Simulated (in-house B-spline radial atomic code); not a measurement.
## RPA and G0W0 on CAM-B3LYP: the strontium ion Sr¹⁵⁺

Configuration [Ar] 3d5, highest spin, mean-field start CAM-B3LYP. Computed with an all-electron radial atomic-structure program (B-spline basis): all electrons, non-relativistic, point nucleus, each spin shell either full or empty, empty states to l = 9 with an (l + 1/2)⁻⁴ tail; G0W0 by contour deformation at full frequency.

Without relativity these are model numbers: it shifts the levels of so heavy an element strongly and can reorder them.

Command:
```bash
python run_gw.py task.json out
```
Settings (radii: box in bohr, nucleus in fm):
```
Z                        38
electrons                23
configuration            [Ar] 3d5
hamiltonian              nr
method                   camb3lyp
lmax                     9
spin_polarised           True
box_radius               5
intervals                48
```

Run time, properties included: 1.9 s on 1 thread of Arm Neoverse V1, with other jobs on the host.

Energies (hartree):

```tsv
term	value
mean-field total	-3027.08568
Hartree-Fock functional on these orbitals	-3025.95612
direct second order	-1.754
second-order exchange	0.56907
SOSEX correction	0.54265
```

(1) What is the RPA correlation energy, and what remains with SOSEX?

Quasi-particle levels (eV):

| level | occupied | mean field | Σx - vxc | Σc | QP weight | G0W0 |
| --- | --- | --- | --- | --- | --- | --- |
| 3d up | yes | -547.79 | -20.35 | ? | ? | ? |
| 3p down | yes | -650.86 | -15.52 | -0.47 | 0.983 | -666.85 |
| 3s down | yes | -720.33 | -25.90 | 8.81 | 0.890 | -737.42 |
| 3d down | no | -519.07 | 21.68 | -5.64 | 0.986 | -503.04 |

G0W0 = mean field + (Σx - vxc) + Σc, with Σc (partial-wave tail included) taken at the quasi-particle energy. Only the outer levels were computed. Levels of low weight are left out.

(2) Where does G0W0 put 3d up?

Results:

(1) RPA gives -1.6268 hartree (-1.92 eV per electron); RPA + SOSEX gives -1.0842, and the second-order doubles -1.1849 hartree (no singles). RPA lacks exchange-type terms and so overcorrelates at short range.

(2) At -566.27 eV, with Σc = 1.87 eV and a quasi-particle weight of 0.985. The tabulated removal energy is 562 ± 3 eV (NIST, tabulated theory); the calculation leaves out relativity, Breit and QED terms, and what these don't explain is the method's own error.
